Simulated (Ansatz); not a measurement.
`O[SiH2][CH2][SbH2]`. The species carries charge 0 and has multiplicity 1. Sb: def2 effective core potential. The geometry is a stationary point of PBE0-D4/def2-TZVP. It is one conformer, not always the lowest.

```xyz
11

O     1.215    1.513    0.271
Si    0.315    0.397    1.097
C    -1.025   -0.112   -0.069
Sb   -0.236   -0.397   -2.080
H     1.986    1.884    0.700
H     1.145   -0.782    1.472
H    -0.218    1.001    2.353
H    -1.487   -1.045    0.259
H    -1.801    0.653   -0.138
H    -1.055   -1.884   -2.320
H     1.162   -1.228   -1.546
```

(1) What is the dipole moment at r2SCAN/def2-TZVPP? (Best estimate.)

(2) And with PBE, B3LYP, ωB97M-V? (Estimate.)

(3) Give the Mulliken charges with r2SCAN, PBE, ωB97M-V in def2-TZVPP. (Best estimate.)

Answers

(1) Computed: 0.99 D, with components (0.19, 0.48, 0.85) D in this frame, pointing from negative to positive charge.

(2) Ansatz gave: PBE 0.94 D, B3LYP 1.01 D, ωB97M-V 0.97 D.

(3) The calculation gave: 
| atom | r2SCAN | PBE | ωB97M-V |
| --- | --- | --- | --- |
| O1 | -0.42 | -0.36 | -0.39 |
| Si2 | 0.50 | 0.38 | 0.41 |
| C3 | -0.45 | -0.45 | -0.55 |
| Sb4 | 0.39 | 0.36 | 0.33 |
| H5 | 0.20 | 0.18 | 0.17 |
| H6 | -0.10 | -0.09 | -0.06 |
| H7 | -0.11 | -0.09 | -0.06 |
| H8 | 0.11 | 0.13 | 0.15 |
| H9 | 0.11 | 0.13 | 0.16 |
| H10 | -0.12 | -0.11 | -0.09 |
| H11 | -0.11 | -0.10 | -0.08 |

B3LYP here is the variant with VWN-RPA as its local correlation; programs differ in this.
